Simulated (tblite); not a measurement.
Species: C8H20AlN.
SMILES with atom numbers: `[CH3:1][CH:2]([CH3:3])[C@@H:4]1[CH2:5][CH2:6][AlH2-:7][N+:8]1([CH3:9])[CH3:10]` (hydrogens: H11, H12, H13 on C1; H14 on C2; H15, H16, H17 on C3; H18 on C4; H19, H20 on C5; H21, H22 on C6; H23, H24 on Al7; H25, H26, H27 on C9; H28, H29, H30 on C10)

Computed with GFN2-xTB (tblite), gas phase: L-BFGS steps from a force-field or distance-geometry start until the largest atomic force falls under 0.01 eV/Å.

Step 2: E = -852.6723 eV
```
atom  x, y, z in Å  |  force x, y, z in eV/Å
C1      2.5489    1.1438   -0.3552    0.009  -0.351   0.056
C2      1.5976   -0.0512   -0.1749   -0.074   0.148  -0.070
C3      2.0949   -0.9257    0.9804    0.125  -0.044  -0.219
C4      0.1333    0.4568   -0.0176   -0.176  -0.116  -0.142
C5     -0.2921    0.7777    1.4465   -0.163  -0.142  -0.335
C6     -1.7434    1.2884    1.4801    0.062  -0.242  -0.383
Al7    -2.6831    0.2834    0.0595   -0.466   0.239   0.277
N8     -0.9008   -0.4221   -0.6967   -0.008   0.336   0.352
C9     -0.8142   -1.8460   -0.3562    0.202   0.197  -0.149
C10    -0.9289   -0.2413   -2.1565    0.056  -0.084   0.417
H11     2.5134    1.7937    0.5086   -0.028   0.116   0.124
H12     2.2904    1.7140   -1.2387   -0.064   0.097  -0.096
H13     3.5728    0.7874   -0.4709   -0.064   0.020   0.018
H14     1.6761   -0.6397   -1.1023   -0.147   0.036   0.132
H15     2.1838   -0.3512    1.8911   -0.018   0.126   0.145
H16     3.0820   -1.3249    0.7426   -0.030   0.081  -0.037
H17     1.4456   -1.7721    1.1633   -0.112  -0.045   0.031
H18     0.0575    1.4273   -0.5411   -0.042  -0.321   0.009
H19    -0.2292   -0.1137    2.0635    0.082  -0.129   0.026
H20     0.3822    1.5274    1.8569    0.280  -0.025  -0.045
H21    -2.1907    1.1252    2.4646    0.257   0.262   0.164
H22    -1.7782    2.3646    1.2670    0.151   0.070   0.295
H23    -3.4663   -0.9134    0.6282   -0.115  -0.415  -0.208
H24    -3.3198    1.2017   -0.9978   -0.063  -0.064  -0.466
H25    -1.6684   -2.3900   -0.7645   -0.108   0.217  -0.046
H26     0.0895   -2.2936   -0.7700    0.149  -0.085  -0.013
H27    -0.8302   -1.9944    0.7233   -0.032   0.220  -0.030
H28    -1.0564    0.8091   -2.4177   -0.004   0.027   0.194
H29    -1.7710   -0.7846   -2.5954    0.014  -0.022   0.242
H30    -0.0134   -0.6082   -2.6034    0.326  -0.110  -0.244
```

Step 3: E = -852.7271 eV
```
atom  x, y, z in Å  |  force x, y, z in eV/Å
C1      2.5459    1.1392   -0.3542    0.029  -0.153   0.031
C2      1.5988   -0.0505   -0.1726   -0.171   0.109  -0.109
C3      2.0944   -0.9245    0.9766    0.086  -0.035  -0.074
C4      0.1371    0.4536   -0.0154   -0.278  -0.107  -0.199
C5     -0.2922    0.7749    1.4411   -0.076  -0.125  -0.234
C6     -1.7416    1.2837    1.4730   -0.020  -0.114  -0.223
Al7    -2.7165    0.2909    0.0669   -0.054   0.179   0.216
N8     -0.8953   -0.4195   -0.6934   -0.128   0.290   0.337
C9     -0.8099   -1.8411   -0.3600    0.133   0.150  -0.063
C10    -0.9237   -0.2436   -2.1499    0.080  -0.042   0.333
H11     2.5135    1.7926    0.5061   -0.043   0.130   0.177
H12     2.2914    1.7140   -1.2359   -0.094   0.082  -0.119
H13     3.5675    0.7893   -0.4699    0.070  -0.051   0.003
H14     1.6708   -0.6376   -1.0974   -0.118  -0.021   0.034
H15     2.1829   -0.3527    1.8878   -0.009   0.167   0.192
H16     3.0778   -1.3210    0.7423    0.117   0.013  -0.083
H17     1.4467   -1.7687    1.1638   -0.160  -0.107   0.019
H18     0.0545    1.4176   -0.5417   -0.004  -0.192  -0.026
H19    -0.2267   -0.1132    2.0609    0.063  -0.176   0.039
H20     0.3877    1.5215    1.8527    0.210  -0.020  -0.055
H21    -2.1810    1.1356    2.4649    0.246   0.168   0.155
H22    -1.7740    2.3633    1.2785    0.160   0.088   0.182
H23    -3.4657   -0.9232    0.6205   -0.202  -0.451  -0.169
H24    -3.3182    1.1975   -1.0095   -0.141  -0.017  -0.490
H25    -1.6682   -2.3804   -0.7632   -0.109   0.187  -0.092
H26     0.0923   -2.2944   -0.7694    0.152  -0.080  -0.037
H27    -0.8316   -1.9871    0.7172   -0.003   0.183   0.068
H28    -1.0568    0.8037   -2.4101    0.019   0.125   0.156
H29    -1.7674   -0.7823   -2.5858   -0.030  -0.087   0.216
H30    -0.0102   -0.6090   -2.6071    0.276  -0.094  -0.185
```

**Question.** Estimate the geometry and energy of step 4. (The exact step hangs on the optimiser's Hessian estimate; all steps are aligned on step 3, rigid shifts and turns removed.)

**Answer.** E = -852.7852 eV, largest force 0.480 eV/Å
```
atom  x, y, z in Å  |  force x, y, z in eV/Å
C1      2.5421    1.1338   -0.3526    0.051   0.136   0.000
C2      1.5962   -0.0486   -0.1718   -0.175   0.002  -0.067
C3      2.0940   -0.9231    0.9725    0.013  -0.030   0.116
C4      0.1364    0.4476   -0.0162   -0.233  -0.035  -0.116
C5     -0.2920    0.7694    1.4313    0.028  -0.088   0.002
C6     -1.7407    1.2773    1.4621   -0.028   0.127   0.110
Al7    -2.7586    0.3036    0.0799    0.262   0.041   0.045
N8     -0.8913   -0.4124   -0.6839   -0.219   0.041   0.104
C9     -0.8029   -1.8325   -0.3648    0.004   0.015   0.082
C10    -0.9146   -0.2467   -2.1365    0.052   0.048   0.062
H11     2.5127    1.7933    0.5060   -0.053   0.077   0.148
H12     2.2908    1.7149   -1.2340   -0.097   0.034  -0.083
H13     3.5634    0.7898   -0.4687    0.133  -0.104  -0.002
H14     1.6619   -0.6357   -1.0914   -0.076  -0.091  -0.105
H15     2.1815   -0.3516    1.8868   -0.002   0.140   0.140
H16     3.0762   -1.3163    0.7397    0.180  -0.028  -0.104
H17     1.4449   -1.7665    1.1644   -0.129  -0.096  -0.005
H18     0.0506    1.4028   -0.5436    0.018   0.040  -0.103
H19    -0.2226   -0.1159    2.0580    0.029  -0.161  -0.007
H20     0.3976    1.5129    1.8456    0.060  -0.064  -0.102
H21    -2.1634    1.1516    2.4675    0.217   0.034   0.112
H22    -1.7651    2.3630    1.2959    0.162   0.079   0.019
H23    -3.4695   -0.9451    0.6073   -0.238  -0.387  -0.154
H24    -3.3192    1.1919   -1.0345   -0.182  -0.021  -0.423
H25    -1.6697   -2.3643   -0.7636   -0.038   0.175  -0.113
H26     0.0989   -2.2966   -0.7696    0.067  -0.001  -0.033
H27    -0.8333   -1.9744    0.7110    0.039   0.111   0.142
H28    -1.0568    0.7994   -2.3972    0.064   0.143   0.118
H29    -1.7636   -0.7813   -2.5689    0.001  -0.112   0.214
H30    -0.0019   -0.6114   -2.6143    0.088  -0.023   0.003
```

The energy changes by -0.0581 eV. The first-order estimate −F·Δx gives -0.0883 eV and the mean of the old and new forces, exact on a quadratic surface, -0.0582 eV. The step makes an angle of 46° with the force vector and moves no atom by more than 0.046 Å.

What follows is the cost of the whole relaxation. Time: 1.3 s of wall time. Hardware: Arm Neoverse V1, one thread, no GPU (shared host).
